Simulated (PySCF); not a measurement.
# Working out the ionisation energy of As²⁺

As²⁺ [Ar] 3d10 4s2 4p1 (2P) → As³⁺ [Ar] 3d10 4s2 (1S). Calculation: PySCF 2.14, in aug-cc-pVQZ-PP with ECP10MDF; a scalar-relativistic core potential. Frozen: 3s2 3p6 3d10. Energies in hartree (1 hartree = 27.21139 eV):

| part | As²⁺ (lower) | As³⁺ (upper) |
| --- | --- | --- |
| UHF | -330.204648 | -329.194515 |
| MP2 opposite-spin | -0.040182 | -0.032194 |
| MP2 same-spin | -0.002763 | 0.000000 |

Task: What does Hartree-Fock give?

Result: (-329.194515) − (-330.204648) = 1.010133 hartree = 27.487 eV.

Task: What do MP2 and SCS-MP2 (6/5 opposite-spin, 1/3 same-spin) give?

Result: The opposite-spin parts differ by 0.217 eV and the same-spin parts by 0.075 eV. MP2: 27.487 + (0.217) + (0.075) = 27.779 eV. SCS-MP2: 27.487 + 1.2 × (0.217) + (0.075)/3 = 27.772 eV.

Reference: 28.349 ± 0.012 eV (measured; NIST Atomic Spectra Database, ionization energies), between the lowest levels; spin-orbit coupling is absent from the calculation.

What remains against the reference includes basis incompleteness, the frozen core and correlation beyond second order.
